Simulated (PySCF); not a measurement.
C6H6N, SMILES Nc1cccc[c]1, multiplicity 2. Geometry optimised at r2SCAN-D4/def2-SVP. The isomer is the one that the SMILES or the coordinates give; other isomers of the formula were not compared. One conformer was computed; it need not be the lowest.

Question: Give the equilibrium geometry at r2SCAN-D4/def2-SVP (PySCF confirms it by a frequency run) as bond lengths and angles. (An estimate is asked for; the answer gives what the named calculation found.)

Answer: One answer among several that fit: 
Atoms: N1 C2 C3 C4 C5 C6 C7 H8 H9 H10 H11 H12 H13. Bonded distances (Å): N1–C2 1.383, N1–H8 1.013, N1–H9 1.013, C2–C3 1.394, C2–C7 1.416, C3–C4 1.374, C4–C5 1.408, C4–H10 1.095, C5–C6 1.399, C5–H11 1.094, C6–C7 1.397, C6–H12 1.094, C7–H13 1.096. Bond angles (°): C2–N1–H8 115.6, C2–N1–H9 115.9, H8–N1–H9 113.4, N1–C2–C3 123.1, N1–C2–C7 122.2, C3–C2–C7 114.7, C2–C3–C4 126.4, C3–C4–C5 117.5, C3–C4–H10 121.6, C5–C4–H10 120.8, C4–C5–C6 118.8, C4–C5–H11 120.3, C6–C5–H11 120.9, C5–C6–C7 121.5, C5–C6–H12 119.7, C7–C6–H12 118.8, C2–C7–C6 121.0, C2–C7–H13 118.9, C6–C7–H13 120.1.
Charge 0, spin multiplicity 2.
